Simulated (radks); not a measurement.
Values are calculated unless marked as measured or tabulated.
Ionisation of Ar, [Ar], to Ar+, [Ne] 3s2 3p5, under several functionals. Scalar-relativistic Kohn-Sham, spin-polarised, spherical densities, finite nucleus; open shells are filled with parallel spins first; a radial shooting solver on a logarithmic mesh with Libxc functionals.

functional                                        E(Ar) (hartree)  Exc (hartree)  IE (eV)  -e(HOMO) (eV)  <r> HOMO (bohr)  IE error (eV)
revPBE                                                 -529.34173      -30.93324   15.757         10.230            1.663         -0.002
LDA (Slater exchange, Perdew-Zunger correlation)       -527.80652      -29.34765   15.933         10.387            1.666         +0.173
exchange-only LDA                                      -526.38495      -27.88846   14.471          9.068            1.681         -1.289
B86b exchange with PBE correlation                     -529.41320      -31.00486   15.820         10.292            1.663         +0.061
SCAN                                                   -529.48683      -31.09141   16.186         10.718            1.657         +0.426
exchange-only PBE                                      -528.52640      -30.08574   14.725          9.307            1.681         -1.035
MS2 meta-GGA                                           -529.42666      -31.03327   16.059         10.594            1.656         +0.300
BLYP                                                   -529.43587      -31.02183   15.661         10.142            1.669         -0.098
AM05                                                   -527.94679      -29.49718   15.737         10.206            1.663         -0.023

NIST Atomic Spectra Database: 15.760 eV (measured). Closest: revPBE. The Delta-SCF values span 1.72 eV, the total energies 3.10 hartree. The highest occupied level is 3p. Open shells are spherical and high-spin; term and fine-structure splittings are not resolved.
